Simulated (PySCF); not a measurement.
# How methods differ on the ionisation energy of Se²¹⁺

Se²¹⁺ [Ne] 3s2 3p1 [3p1/2^1, M_J = 1/2] → Se²²⁺ [Ne] 3s2, as a difference of total energies. Calculation: PySCF 2.14, in an even-tempered Gaussian basis (19 s from 2.5 bohr⁻², ratio 2.4; 13 p from 3.2 bohr⁻², ratio 2.4; 5 d from 12 bohr⁻², ratio 2.6; 4 f from 18 bohr⁻², ratio 2.6); the two-component X2C-1e Hamiltonian. Correlated levels: 1s2 frozen; the 50 highest virtual spinors dropped. "Screened" scales the spin-orbit matrix elements by Boettger's factors to mimic the two-electron term; Breit and QED terms are absent.

```tsv
method	ionisation energy (eV)
GHF (spin-free)	886.46
GMP2 (spin-free)	886.88
GHF (screened spin-orbit)	892.85
GMP2 (screened spin-orbit)	893.29
```

Problem. How much does correlation contribute at GMP2 (screened spin-orbit)?

Solution. 893.29 − (892.85) = 0.44 eV, measured against GHF (screened spin-orbit).

Breit and QED terms and the two-electron picture change are absent.

The spin-free rows lack the spin-orbit shift.

For comparison: 887 ± 4 eV (semi-empirical (NIST evaluation); NIST Atomic Spectra Database, ionization energies).
